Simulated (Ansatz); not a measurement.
System: phosphorus nitride, PN, charge 0, multiplicity 1. SMILES: P#N
Geometry from a B3LYP-D3(BJ)/def2-TZVP (Ansatz, an electronic-structure program) optimisation:
```xyz
2

N      0.0000     0.0000    -1.0110
P      0.0000     0.0000     0.4718
```
Charge 0, spin multiplicity 1.

Parts of the frozen-core correlation energy in 6-31G (Ansatz, hartree). Frozen orbitals: 6; correlated occupied orbitals by spin: 5 and 5; virtual: 11 and 11. Spin-orbit coupling is left out. No relativistic terms. The restricted reference is unstable. The program attaches cautions to this run: large difference.

```csv
term,value
reference (HF),-395.04090
MP2 opposite-spin,-0.15589
MP2 same-spin,-0.06087
CCSD correlation,-0.20093
(T),-0.00811
FCI minus CCSD(T),-0.00241
T1 diagnostic,0.015
largest doubles amplitude,0.142
```
